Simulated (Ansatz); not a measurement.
`C[N](C)[In]([Cl])[Cl]`. The species carries charge 0 and has multiplicity 1. In takes the def2 core potential.

```csv
atom,x (Å),y (Å),z (Å)
C1,-0.782,-1.220,0.268
N2,0.018,-0.045,0.034
C3,1.336,-0.102,0.614
In4,-0.633,1.512,-1.009
Cl5,-2.760,1.508,-1.906
Cl6,0.725,3.350,-1.335
H7,-0.930,-1.395,1.344
H8,-0.305,-2.119,-0.148
H9,-1.768,-1.125,-0.191
H10,1.913,-0.948,0.214
H11,1.287,-0.226,1.706
H12,1.898,0.811,0.408
```

(1) List the harmonic frequencies (cm⁻¹, unscaled) at PBE0-D4/def2-TZVP in Ansatz. (Estimate.)

(2) Is this a minimum?

(3) Give the ideal-gas thermochemistry at 298.15 K and 1 bar (rigid rotor, harmonic oscillator; point group C2v, symmetry number 2).

(4) And at 400, 500, 600, 800 and 1000 K?

## Answers

(1) Ansatz gave: 58, 61, 67, 88, 91, 227, 244, 257, 294, 360, 385, 541, 1008, 1094, 1119, 1148, 1242, 1296, 1445, 1468, 1468, 1475, 1498, 1515, 2978, 2982, 3017, 3026, 3113, 3113.

(2) Yes, all 30 modes are real.

(3) Zero-point energy 219.4 kJ/mol; H(298) − E = 247.4 kJ/mol; entropy 423.2 J/(mol·K), of which translation 176.7, rotation 119.1, vibration 127.4; G(298) − E = 121.2 kJ/mol. Modes under 100 cm⁻¹ are hindered rotations or soft bends, so the harmonic entropy is rough.

(4) 
```
T (K)  H − E (kJ/mol)  S (J/mol/K)  G − E (kJ/mol)
  400           261.5        463.7            76.0
  500           277.1        498.4            27.9
  600           294.2        529.6           -23.5
  800           332.3        584.2          -135.1
 1000           374.4        631.1          -256.7
```
